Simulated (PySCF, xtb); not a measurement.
formamidinium (CH5N2), SMILES NC=[NH2+], charge +1.

GFN2-xTB in xtb at its own geometry gives an orbital gap of 5.33 eV.

The structure is a stationary point at PBE0-D3(BJ)/def2-TZVP. One conformer was computed; it need not be the lowest.

Q: What does PBE/def2-TZVPD in PySCF give? (An estimate is asked for; the answer gives what the named calculation found.)

A: gap 5.72 eV (levels -13.05 and -7.34 eV).
